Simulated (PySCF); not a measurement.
SMILES COB(O)C(C)(C)C (C5H13BO2), GFN2-xTB optimised geometry.

```
21

B      0.45    -0.40     0.00
O      1.81    -0.40     0.00
H      2.22     0.46    -0.01
O     -0.05    -1.65     0.02
C     -1.37    -2.09     0.00
H     -1.78    -2.04    -1.02
H     -1.38    -3.13     0.32
H     -2.01    -1.51     0.67
C     -0.39     1.01     0.00
C     -1.08     1.22     1.36
C      0.56     2.20    -0.22
C     -1.44     1.05    -1.11
H     -1.59     2.19     1.37
H     -0.35     1.21     2.16
H     -1.81     0.45     1.56
H      1.29     2.29     0.58
H      1.09     2.11    -1.17
H     -0.01     3.13    -0.25
H     -0.99     0.86    -2.08
H     -2.22     0.32    -0.95
H     -1.91     2.04    -1.15
```

Density from CAM-B3LYP/def2-SVP (PySCF) at that geometry.

Minimum of the electron density along straight lines between bonded atoms, close to the bond critical point (lines longer than 1.1 times the sum of covalent radii, or with two minima, are not listed):

```tsv
bond	length / Å	ρ at the minimum / e bohr⁻³	∇²ρ there / e bohr⁻⁵	position (fraction from the first atom)
B1–O2	1.358	0.204	1.14	0.33
O2–H3	0.956	…	…	0.82
B1–O4	1.347	0.205	1.16	0.33
O4–C5	1.400	…	-0.33	0.66
C5–H6	1.094	0.281	-1.07	0.64
C5–H7	1.092	0.283	-1.10	0.64
C5–H8	1.092	0.282	-1.07	0.64
B1–C9	1.641	0.173	-0.30	0.33
C9–C10	1.538	0.239	-0.54	0.49
C9–C11	1.539	0.240	-0.54	0.49
C9–C12	1.536	0.240	-0.54	0.49
C10–H13	1.090	0.275	-1.01	0.63
C10–H14	1.088	0.277	-1.02	0.63
C10–H15	1.087	0.277	-1.02	0.62
C11–H16	1.089	0.275	-1.00	0.62
C11–H17	1.089	0.276	-1.01	0.62
C11–H18	1.089	0.276	-1.02	0.63
C12–H19	1.088	0.276	-1.02	0.62
C12–H20	1.086	0.278	-1.03	0.62
C12–H21	1.090	0.275	-1.01	0.63
```

Some entries are withheld; supply them.


- O2–H3, ρ at the minimum / e bohr⁻³: 0.360
- O2–H3, ∇²ρ there / e bohr⁻⁵: -2.44
- O4–C5, ρ at the minimum / e bohr⁻³: 0.258
